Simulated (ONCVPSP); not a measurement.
## What one change does to a pseudopotential (Zr (Z = 40), ONCV)

```
Element                 : zirconium (Zr)
Generator               : ONCVPSP 4.0.1
Type                    : optimised norm-conserving Vanderbilt (ONCV)
Functional              : PBE
Relativity              : scalar-relativistic
Frozen core             : [Ar] 3d10
Valence charge          : 12
Reference configuration : 4s2 4p6 4d2 5s1.5 5p0.5
Partial waves           : 4s+5s: rc 1.85 bohr, ncon 3, nbas 6, qcut 5.8 1/bohr, 2 projectors; 4p+5p: rc 2.35 bohr, ncon 3, nbas 6, qcut 6.8 1/bohr, 2 projectors; 4d: rc 2.50 bohr, ncon 4, nbas 8, qcut 5.7 1/bohr, 3 projectors, debl 3.5 Ha
Local potential         : polynomial inside 1.55 bohr (lpopt 5, dvloc0 6 Ha)
Core correction         : polynomial model core, fcfact 0.25
```

All-electron outer shells of the reference configuration (PBE, scalar-relativistic, ld1.x):

```tsv
shell	level (eV)	outermost node (bohr)	outermost maximum (bohr)
3p	-318.29	0.18	0.40
3d	-175.34	–	0.35
4s	-55.14	0.55	1.08
4p	-33.09	0.56	1.17
5s	-4.81	1.47	3.11
4d	-4.14	0.58	1.59
5p	-1.77	1.70	4.10
```

Change: all radii but the core radius scaled by about 0.82 (s 1.52, p 1.94, d 2.06 bohr); local potential polynomial inside 1.28 bohr (lpopt 5, dvloc0 6 Ha).

Cutoffs: the cutoffs (Ha) at which the residual kinetic energy of the hardest occupied pseudo-wave falls to 1 and 0.1 mHa per electron; they do not see the model core or the augmentation charge, which bear on the density cutoff. Errors are all-electron minus pseudo energies relative to the spin-unpolarised reference configuration.

Question: How do hardness, ghosts and transferability respond?

Answer: The potential gets harder (12 Ha and 15 Ha → 16 Ha and 40 Ha); of the 4 tests that both files solve, the error grows in 0 and shrinks in 2 by more than 15 % and 0.3 meV (median size 3.6 → 2.8 meV); neither file shows a bound ghost. A smaller radius makes the pseudo-wave follow the all-electron one further in, where it bends more sharply, so more plane waves are needed.

```tsv
quantity	base	changed
cutoff, loose	12 Ha	16 Ha
cutoff, tight	15 Ha	40 Ha
loose cutoff by channel	s 12 Ha, p 10 Ha, d 11 Ha	s 16 Ha, p 9.5 Ha, d 13 Ha
bound ghosts	none	none
GHOST(+) flags under 300 eV	none	none
error for 4s2 4p6 4d2 5s2 5p0, meV [ΔE -1.50 eV]	0.0	+0.1
error for 4s2 4p6 4d2 5s1 5p0, meV [ΔE 5.63 eV]	-1.1	-1.0
error for 4s2 4p6 4d2 5s0 5p0, meV [ΔE 18.58 eV]	-6.2	-4.6
error for 4s2 4p6 4d1 5s2 5p0, meV [ΔE 6.16 eV]	+8.0	+6.1
rms error of d²Exc/dni dnj with the model core, mHa	0.99	0.56
```
